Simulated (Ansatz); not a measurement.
Cl₂F₂Si (SMILES F[Si](F)(Cl)Cl), singlet, geometry from GFN2-xTB; CASSCF(6,4)/6-31G (Ansatz, a quantum-chemistry and plane-wave program).

The Ansatz input:
Ansatz 0.2 input:
```yaml
crystal:
  periodic: [false, false, false]
  atoms:
    - {symbol: F, position_ang: [-0.11373978, -1.27746000, 1.21638036]}
    - {symbol: Si, position_ang: [-0.03460905, -0.24988417, -0.00145359]}
    - {symbol: F, position_ang: [-0.23580428, -1.24631716, -1.23106127]}
    - {symbol: Cl, position_ang: [-1.55796649, 1.00101974, 0.09044015]}
    - {symbol: Cl, position_ang: [1.77152080, 0.54088454, -0.08147083]}
basis:
  gaussian:
    orbitals: 6-31G
hamiltonian:
  xc: hf
magnetization: {spin_polarized: false}
correlation: {active_space: {window: {electrons: 6, orbitals: 4}}}
```

It wrote (shortened):

```
Functional definition: HF
570 factors; integrals over basis functions are off by at most 1.7e-4 eV
mean field evaluation 1: about -38277.4464 eV, gradient 3.4e1 eV
mean field evaluation 2: about -38277.6119 eV, gradient 3.5e1 eV
mean field evaluation 4: about -38280.3347 eV, gradient 1.8e0 eV
mean field evaluation 8: about -38280.3639 eV, gradient 1.3e-1 eV
mean field -38280.36393231 eV, -1406.7774271497 hartree, gradient 1.4e-6 eV, S^2 0.000000; 0 other end points of the search recorded, 0 dependent functions left out
reference -38280.36393231 eV, -1406.7774271497 hartree; 33, 33 occupied and 24, 24 virtual orbitals, 570 factors
state -38280.84642851 eV, -1406.7951585582 hartree
2 active orbitals were swapped for others, from the solution at -38280.65049122 eV, -1406.7879579956 hartree to that at -38280.84642851 eV, -1406.7951585582 hartree; typed "places" are swapped only where nearly empty or full, and so, without "given_window_search", are "orbital_numbers", "shells" and a window whose orbitals a file names under [Active]
Total energy: -38280.84642851 eV, -1406.7951585582 hartree
```
